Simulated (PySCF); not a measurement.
H7GaSi2, singlet, geometry from GFN2-xTB (such geometries of metal compounds can be far from the true shape), with bond 2-1 at 1.4 times its length; CASSCF(6,6)/STO-3G (PySCF).

Input for PySCF:
```python
from pyscf import gto, scf, mcscf
import numpy

mol = gto.Mole()
mol.atom = '''
    Ga   -0.27471268   -0.18487345   -0.17179722
    H    -2.00170162   -1.34759488   -1.25244868
    Si   -0.39074494    2.13789668   -0.87658636
    H    -0.26155541    2.30110165   -2.34107804
    H     0.68920229    2.96240078   -0.28124874
    H    -1.65828353    2.79487593   -0.48882573
    Si    0.93267260   -1.77309783    1.21556619
    H     2.04517771   -1.13739448    1.96303364
    H     1.54749756   -2.86877293    0.43458865
    H     0.07534344   -2.41292909    2.23721728
'''
mol.basis = 'sto-3g'
mol.verbose = 4
mol.build()

mf = scf.RHF(mol)
mf.kernel()
mc = mcscf.CASSCF(mf, 6, 6)
mc.fix_spin_(ss=0.0)
mc.kernel()
occ = numpy.linalg.eigvalsh(mc.fcisolver.make_rdm1(mc.ci, mc.ncas, mc.nelecas))[::-1]
ss = mc.fcisolver.spin_square(mc.ci, mc.ncas, mc.nelecas)[0]
print('natural occupations', occ.round(4), ' <S^2>', round(ss, 4))
```

The log (banner, timings and long lists left out):

```
PySCF version 2.14.0

[INPUT] verbose = 4
[INPUT] num. atoms = 10
[INPUT] num. electrons = 66
[INPUT] charge = 0
[INPUT] spin (= nelec alpha-beta = 2S) = 0
[INPUT] symmetry False subgroup None
[INPUT] Mole.unit = angstrom
[INPUT] Symbol           X                Y                Z      unit          X                Y                Z       unit  Magmom
[...]
nuclear repulsion = 293.312846203405
number of shells = 25
number of NR pGTOs = 129
number of NR cGTOs = 43
basis = sto-3g
ecp = {}

******** <class 'pyscf.scf.hf.RHF'> ********
method = RHF
initial guess = minao
damping factor = 0
level_shift factor = 0
DIIS = <class 'pyscf.scf.diis.CDIIS'>
diis_start_cycle = 1
diis_space = 8
diis_damp = 0
SCF conv_tol = 1e-09
SCF conv_tol_grad = None
SCF max_cycles = 50
direct_scf = True
direct_scf_tol = 1e-13
Set gradient conv threshold to 3.16228e-05
Initial guess from minao.
init E= -2472.71437391332
[...]
cycle= 1 E= -2475.89371107033  delta_E= -3.18  |g|= 0.443  |ddm|= 3.16
[...]
cycle= 2 E= -2476.01231063358  delta_E= -0.119  |g|= 0.114  |ddm|=  1.3
[...]
cycle= 3 E= -2476.01889468638  delta_E= -0.00658  |g|= 0.0264  |ddm|= 0.235
[...]
cycle= 4 E= -2476.0196702626  delta_E= -0.000776  |g|= 0.00997  |ddm|= 0.109
[...]
cycle= 5 E= -2476.01977529377  delta_E= -0.000105  |g|= 0.00362  |ddm|= 0.0372
[...]
cycle= 6 E= -2476.01981186699  delta_E= -3.66e-05  |g|= 0.00167  |ddm|= 0.0289
[...]
cycle= 7 E= -2476.01982092108  delta_E= -9.05e-06  |g|= 0.00131  |ddm|= 0.0116
[...]
cycle= 8 E= -2476.01982830836  delta_E= -7.39e-06  |g|= 0.00123  |ddm|= 0.00981
[...]
cycle= 9 E= -2476.0198309524  delta_E= -2.64e-06  |g|= 0.00124  |ddm|= 0.00328
[...]
cycle= 10 E= -2476.01981816855  delta_E= 1.28e-05  |g|= 0.00113  |ddm|= 0.0165
[...]
cycle= 11 E= -2476.01977342471  delta_E= 4.47e-05  |g|= 0.00135  |ddm|= 0.0902
[...]
cycle= 12 E= -2476.01977251964  delta_E= 9.05e-07  |g|= 0.000556  |ddm|= 0.0107
[...]
cycle= 13 E= -2476.01977003178  delta_E= 2.49e-06  |g|= 0.000371  |ddm|= 0.0238
[...]
cycle= 14 E= -2476.01977035858  delta_E= -3.27e-07  |g|= 0.000346  |ddm|= 0.00337
[...]
cycle= 15 E= -2476.01976950508  delta_E= 8.54e-07  |g|= 0.000566  |ddm|= 0.00479
[...]
cycle= 16 E= -2476.01976943574  delta_E= 6.93e-08  |g|= 0.000233  |ddm|= 0.0042
[...]
cycle= 17 E= -2476.01976916575  delta_E= 2.7e-07  |g|= 0.000246  |ddm|= 0.0102
[...]
cycle= 18 E= -2476.01976920049  delta_E= -3.47e-08  |g|= 4.33e-05  |ddm|= 0.00169
[...]
cycle= 19 E= -2476.0197692018  delta_E= -1.31e-09  |g|= 5.98e-06  |ddm|= 0.000453
[...]
cycle= 20 E= -2476.01976920185  delta_E= -4.41e-11  |g|= 4.09e-06  |ddm|= 0.000132
[...]
Extra cycle  E= -2476.0197692019  delta_E= -4.91e-11  |g|= 3.04e-06  |ddm|= 1.47e-05
converged SCF energy = -2476.0197692019

******** <class 'pyscf.mcscf.mc1step.CASSCF'> ********
CAS (3e+3e, 6o), ncore = 30, nvir = 7
max_cycle_macro = 50
max_cycle_micro = 4
conv_tol = 1e-07
conv_tol_grad = None
orbital rotation max_stepsize = 0.02
orbital rotation threshold for CI restart = 0.01
augmented hessian ah_max_cycle = 30
augmented hessian ah_conv_tol = 1e-12
augmented hessian ah_linear dependence = 1e-14
augmented hessian ah_level shift = 1e-08
augmented hessian ah_start_tol = 2.5
augmented hessian ah_start_cycle = 3
augmented hessian ah_grad_trust_region = 3
kf_trust_region = 3
kf_interval = 4
ci_response_space = 4
ci_grad_trust_region = 3
with_dep4 0
natorb = False
canonicalization = True
sorting_mo_energy = False
ao2mo_level = 2
internal_rotation = False
******** <class 'pyscf.fci.addons.SpinPenaltyFCISolver'> ********
max. cycles = 50
conv_tol = 1e-08
davidson only = True
linear dependence = 1e-12
level shift = 0.001
max iter space = 12
nroots = 1
pspace_size = 400
spin = None
CASCI E = -2476.18252734899  S^2 = 0.0000000
Set conv_tol_grad to 0.000316228
macro iter   1 ( 21 JK    4 micro), CASSCF E = -2476.22341727604  dE = -4.08899270e-02  S^2 = 0.0000000
               |grad[o]|=0.298  |grad[c]|=0.0495  |ddm|=0.0547  |maxRot[o]|=0.193
[...]
macro iter  32 ( 21 JK    4 micro), CASSCF E = -2476.23103892953  dE = -4.61072013e-05  S^2 = 0.0000000
               |grad[o]|=0.00106  |grad[c]|=0.00326  |ddm|=0.000284  |maxRot[o]|=0.0276
macro iter  33 ( 17 JK    4 micro), CASSCF E = -2476.23111497492  dE = -7.60453850e-05  S^2 = 0.0000000
               |grad[o]|=0.00108  |grad[c]|=0.00489  |ddm|=0.000678  |maxRot[o]|=0.0474
macro iter  34 (  7 JK    2 micro), CASSCF E = -2476.23124293111  dE = -1.27956187e-04  S^2 = 0.0000000
               |grad[o]|=0.00116  |grad[c]|=0.000887  |ddm|=0.000866  |maxRot[o]|=0.0576
macro iter  35 (  7 JK    2 micro), CASSCF E = -2476.23141760326  dE = -1.74672150e-04  S^2 = 0.0000000
               |grad[o]|=0.00141  |grad[c]|=0.00126  |ddm|=0.00114  |maxRot[o]|=0.0635
macro iter  36 (  7 JK    2 micro), CASSCF E = -2476.23164605900  dE = -2.28455741e-04  S^2 = 0.0000000
               |grad[o]|=0.00178  |grad[c]|=0.00183  |ddm|=0.00137  |maxRot[o]|=0.0666
macro iter  37 (  7 JK    2 micro), CASSCF E = -2476.23193677480  dE = -2.90715801e-04  S^2 = 0.0000000
               |grad[o]|=0.0023  |grad[c]|=0.00231  |ddm|=0.00156  |maxRot[o]|=0.0683
macro iter  38 (  7 JK    2 micro), CASSCF E = -2476.23229937955  dE = -3.62604750e-04  S^2 = 0.0000000
               |grad[o]|=0.00297  |grad[c]|=0.00257  |ddm|=0.00173  |maxRot[o]|=0.0691
macro iter  39 (  7 JK    2 micro), CASSCF E = -2476.23274400140  dE = -4.44621855e-04  S^2 = 0.0000000
               |grad[o]|=0.0038  |grad[c]|=0.00254  |ddm|=0.00185  |maxRot[o]|=0.0695
macro iter  40 (  7 JK    2 micro), CASSCF E = -2476.23327966524  dE = -5.35663832e-04  S^2 = 0.0000000
               |grad[o]|=0.00481  |grad[c]|=0.00229  |ddm|=0.002  |maxRot[o]|=0.0697
macro iter  41 ( 21 JK    4 micro), CASSCF E = -2476.23339579483  dE = -1.16129597e-04  S^2 = 0.0000000
               |grad[o]|=0.00595  |grad[c]|=0.0117  |ddm|=0.00313  |maxRot[o]|=0.0253
macro iter  42 ( 21 JK    4 micro), CASSCF E = -2476.23349302834  dE = -9.72335097e-05  S^2 = 0.0000000
               |grad[o]|=0.00568  |grad[c]|=0.0113  |ddm|=0.00296  |maxRot[o]|=0.0175
macro iter  43 ( 21 JK    4 micro), CASSCF E = -2476.23357995833  dE = -8.69299879e-05  S^2 = 0.0000000
               |grad[o]|=0.00553  |grad[c]|=0.0111  |ddm|=0.00318  |maxRot[o]|=0.0158
macro iter  44 ( 21 JK    4 micro), CASSCF E = -2476.23367027814  dE = -9.03198079e-05  S^2 = 0.0000000
               |grad[o]|=0.00538  |grad[c]|=0.0112  |ddm|=0.00392  |maxRot[o]|=0.0359
macro iter  45 ( 17 JK    4 micro), CASSCF E = -2476.23446785301  dE = -7.97574874e-04  S^2 = 0.0000000
               |grad[o]|=0.00534  |grad[c]|=0.0117  |ddm|=0.00693  |maxRot[o]|=0.0716
macro iter  46 ( 21 JK    4 micro), CASSCF E = -2476.23514311490  dE = -6.75261887e-04  S^2 = 0.0000000
               |grad[o]|=0.0064  |grad[c]|=0.00763  |ddm|=0.00668  |maxRot[o]|=0.0401
macro iter  47 ( 21 JK    4 micro), CASSCF E = -2476.23521476065  dE = -7.16457525e-05  S^2 = 0.0000000
               |grad[o]|=0.0069  |grad[c]|=0.00292  |ddm|=0.000947  |maxRot[o]|=0.0461
macro iter  48 ( 21 JK    4 micro), CASSCF E = -2476.23571145258  dE = -4.96691924e-04  S^2 = 0.0000000
               |grad[o]|=0.00649  |grad[c]|=0.00501  |ddm|=0.00473  |maxRot[o]|=0.0403
macro iter  49 ( 21 JK    4 micro), CASSCF E = -2476.23621767080  dE = -5.06218225e-04  S^2 = 0.0000000
               |grad[o]|=0.00669  |grad[c]|=0.00514  |ddm|=0.00472  |maxRot[o]|=0.042
macro iter  50 ( 21 JK    4 micro), CASSCF E = -2476.23671087936  dE = -4.93208561e-04  S^2 = 0.0000000
               |grad[o]|=0.0068  |grad[c]|=0.0053  |ddm|=0.00471  |maxRot[o]|=0.0421
1-step CASSCF not converged,  50 macro (902 JK 183 micro) steps
CASSCF canonicalization
Density matrix diagonal elements [1.99026701 1.76904358 0.96841069 1.00000001 0.19356823 0.07871046]
CASSCF energy = -2476.23671087936
CASCI E = -2476.23671087936  E(CI) = -8.17850626604104  S^2 = 0.0000000
natural occupations [1.9903 1.8029 1.     0.9999 0.1971 0.0098]  <S^2> 0.0
```

Convergence was not reached.
